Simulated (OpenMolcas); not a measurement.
## Ir5+: moving or changing the point charges

Ir5+ among 4 point charges of -1.5 e arranged as a tetrahedron (Td), 2.17 Å from the ion.
```
   1.2529    1.2529    1.2529  -1.50
   1.2529   -1.2529   -1.2529  -1.50
  -1.2529    1.2529   -1.2529  -1.50
  -1.2529   -1.2529    1.2529  -1.50
```

```json
{
 "Program": "OpenMolcas",
 "Method": "CASSCF",
 "Basis": "ANO-RCC-VDZP [7s6p4d2f]",
 "Scalar Hamiltonian": "DKH2, point nucleus",
 "Active space": "4 electrons in 5 orbitals (5d)",
 "State averaging": "2S+1 = 5 even, 5 roots; 2S+1 = 3 even, 45 roots; 2S+1 = 1 even, 50 roots",
 "Spin-orbit coupling": "RASSI with atomic mean-field integrals over the reference wave functions"
}
```

Runs around this geometry, states (labels of Td). Energies in cm-1 above the lowest state or level, χT in cm3 K/mol; under a threefold ground state the first gap can be a small split of the lowest multiplet, not the spin-orbit step; 10Dq and B are least-squares fits to the states below 45000 cm-1, weighted by degeneracy, with a free offset, and given where the rms deviation is under 5 % of |10Dq| (or 100 cm-1) and under 700 cm-1; 10Dq is negative for this site.

| R (Å) | q (e) | Ground state | First state of that spin | 10Dq | B (rms of fit) | First gap with spin-orbit (degeneracies) | χT at 300 K | First state of another spin |
| --- | --- | --- | --- | --- | --- | --- | --- | --- |
| 2.17 | -0.75 | 5T2 | 5E 864.4 | -893 | 938 (16) | 5481 (1, 3) | 0.044 | 3T1 19212 |
| 2.06 | -1.5 | 5T2 | 5E 2090 | -2166 | 936 (25) | 5461 (1, 3) | 0.045 | 3T1 18530 |
| 2.17 | -1.5 | 5T2 | 5E 1642 | -1700 | 937 (21) | 5469 (1, 3) | 0.044 | 3T1 18820 |
| 2.34 | -1.5 | 5T2 | 5E 1151 | -1190 | 938 (18) | 5477 (1, 3) | 0.044 | 3T1 19087 |

Taking |10Dq| as R^-n, n = -ln(1190 / 2166) / ln(2.34 / 2.06) = 4.7 between the shortest and longest distance. The point-charge formula for a cubic d site gives n = 5.

Scaling the charges by -0.75 / -1.5 = 0.50 scales |10Dq| by 893 / 1700 = 0.53; with fixed orbitals a first-order splitting would follow the charge.

Without dynamic correlation the repulsion within the d shell is too large (B by tens of per cent), so at a given field states of lower spin stand too high. Point charges give a weaker field than real ligands, and real ions of this kind are as a rule low spin; the high spin found here belongs to the model. The ground term spreads over less than 5000 cm-1, several times less than with real ligands, so orbital moments are less quenched and χT lies further from the spin-only value than at real sites. Spin-orbit coupling mixes the spin-free states strongly: the lowest level takes only 41 % from its leading state, 5T2 (figures for R = 2.17, q = -0.75; the like holds for R = 2.06, q = -1.5, R = 2.17, q = -1.5, R = 2.34, q = -1.5). Point charges carry no covalency, so the field is a model and not that of real ligands. No measured value stands beside these numbers.
